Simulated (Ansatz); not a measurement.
`C#[C][GeH2][F]` + HCl → `[F][GeH2][Cl]` + acetylene at 298.15 K and 1 bar (ligand exchange at a Ge–C bond).

Computed with Ansatz on PBE0-D4/def2-TZVP structures; ΔE is electronic, products minus reactants. CCSD(T)/CBS is the MP2 limit (def2-TZVPP, def2-QZVPP) plus CCSD(T) − MP2 in def2-TZVPP, frozen cores. This one scheme is used for every species. For Ge outer-core shells are correlated without core-valence functions, which leaves a few kJ/mol of doubt a bond. Scalar relativity is left out up to krypton.

```csv
species,CCSD(T)/CBS energy (Eh),H − E (kJ/mol),S (J/(mol·K))
`C#[C][GeH2][F]`,-2253.77838,114.3,313.0
HCl,-460.38127,26.6,186.8
`[F][GeH2][Cl]`,-2636.95386,65.2,294.9
`C#C`,-77.22717,80.8,200.2
```

H − E and S are ideal-gas, rigid-rotor, harmonic terms from PBE0-D4/def2-TZVP. 1 Eh = 2625.50 kJ/mol, R = 8.31446 J/(mol·K).

**Question.** By hand: ΔE, ΔH, ΔS and ΔG.

**Answer.** ΔE = (-2636.95386) + (-77.22717) − (-2253.77838) − (-460.38127) = -0.02138 Eh = -56.1 kJ/mol. Δ(H − E) = 65.2 + 80.8 − 114.3 − 26.6 = 5.1, so ΔH = -51.0 kJ/mol. ΔS = 294.9 + 200.2 − 313.0 − 186.8 = -4.7 J/(mol·K). ΔG = -51.0 − 298.15 × (-4.7)/1000 = -49.6 kJ/mol.

**Question.** By hand: the equilibrium constant, and the temperature at which ΔG would vanish if ΔH and ΔS stayed fixed.

**Answer.** log₁₀ K = −ΔG/(RT ln 10) = 8.7. ΔG = 0 at ΔH/ΔS = 10851 K, far beyond where these terms or the molecules hold.

The number of gas molecules stays the same, so ΔS is small and ΔH decides. A doubt of 5 kJ/mol in ΔE shifts log₁₀ K by 0.9 here. These are equilibria of isolated gas molecules and say nothing of rates. Largest T1 diagnostic: 0.013 (customary marks: 0.02 for closed shells, 0.045 for open ones).
